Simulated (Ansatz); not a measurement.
`CC(C)(C)[O][Sn][O]C(C)(C)C`. Charge 0, multiplicity 1. Correlated methods include outer-core shells of Sn, which these sets cover unevenly. Sn: def2 effective core potential.

```xyz
29

C    -1.336   -2.186   -1.337
C    -0.552   -2.200   -0.029
C     0.820   -2.827   -0.247
C    -1.321   -2.987    1.026
O    -0.355   -0.856    0.356
Sn   -0.737    0.088    2.067
O    -0.075    1.848    1.505
C     0.494    2.399    0.327
C     0.763    3.867    0.631
C    -0.491    2.272   -0.829
C     1.797    1.681   -0.002
H    -0.796   -1.605   -2.087
H    -2.314   -1.723   -1.185
H    -1.487   -3.198   -1.721
H     0.735   -3.858   -0.601
H     1.388   -2.828    0.686
H     1.380   -2.250   -0.986
H    -1.481   -4.019    0.705
H    -0.771   -3.017    1.973
H    -2.302   -2.539    1.208
H     1.205    4.371   -0.232
H    -0.168    4.374    0.891
H     1.449    3.956    1.476
H    -0.687    1.220   -1.044
H    -0.095    2.744   -1.732
H    -1.433    2.764   -0.572
H     1.603    0.628   -0.216
H     2.279    2.130   -0.874
H     2.485    1.751    0.843
```

Give the diagnostics of a CCSD(T)/def2-TZVPP run (frozen core, the Gaussian-basis code of Ansatz). (Best estimate.)

Computed: T1 = 0.0148, largest single amplitude 0.062, largest double 0.048, (T) share of the correlation energy 3.9 %, 10 CCSD cycles. The RHF solution is stable towards an unrestricted one. T1 lies under the customary mark of 0.02 for closed shells.
